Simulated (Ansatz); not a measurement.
## What each rung costs, and what it gives

The pair of Ag⁺ (SMILES [Ag+], atom 1) and C2H2 (SMILES C#C, atoms 2–5), both closed shells, in one local arrangement (a lower one may exist), relaxed at PBE0-D4/def2-TZVP:

Ag1  (0.299, 1.053, -1.503)
C2  (0.104, 0.245, 0.668)
C3  (-0.228, -0.681, -0.046)
H4  (0.367, 0.962, 1.421)
H5  (-0.543, -1.579, -0.541)
(Å)

Interaction energies are counterpoise-corrected; the time is that of the whole pair.

Program: Ansatz 0.2.0. Basis: as named in each row. Cores are frozen in the correlated methods. Filled d shells of the heavier atoms are correlated. Core potentials replace the inner electrons of the atoms past krypton. B3LYP uses VWN-RPA correlation. Extrapolation: Hartree–Fock as exp(−7.88 √X), correlation as X^−2.97.

Times are rough, for one single point on 2 threads of a shared host (Intel Xeon Platinum 8259CL).

The estimate by CCSD(T) at an estimated basis limit (MP2 extrapolated from triple and quadruple zeta, plus CCSD(T) − MP2 in triple zeta) is -1.449 eV.

```tsv
method	basis	time (s)	interaction energy (eV)	method less estimate
SPW92	def2-SVP	under 1	-2.207	-0.758
PBE-D4	def2-SVP	1	-1.696	-0.247
PBE0-D4	def2-SVP	1	-1.494	-0.045
CCSD(T)	def2-SVP	4	-0.991	0.459
B3LYP-D4	def2-TZVPPD	4	-1.553	-0.103
BLYP-D4	def2-TZVPPD	4	-1.672	-0.223
PBE-D4	def2-TZVPPD	4	-1.772	-0.322
HSE06-D4	def2-TZVPPD	4	-1.584	-0.135
revPBE-D4	def2-TZVPPD	4	-1.616	-0.167
PBE0-D4	def2-TZVPPD	4	-1.586	-0.136
r2SCAN-D4	def2-TZVPPD	5	-1.769	-0.320
wB97M-V	def2-SVP	5	-1.377	0.073
B2PLYP	def2-TZVPPD	8	-1.421	0.029
B97M-V	def2-TZVPPD	11	-1.630	-0.181
wB97X-V	def2-TZVPPD	14	-1.454	-0.005
wB97M-V	def2-TZVPPD	14	-1.454	-0.004
MP2	def2-QZVPPD	26	-1.539	-0.090
CCSD(T)	def2-TZVPPD	31	-1.267	0.182
```

T1 diagnostic: at most 0.014.
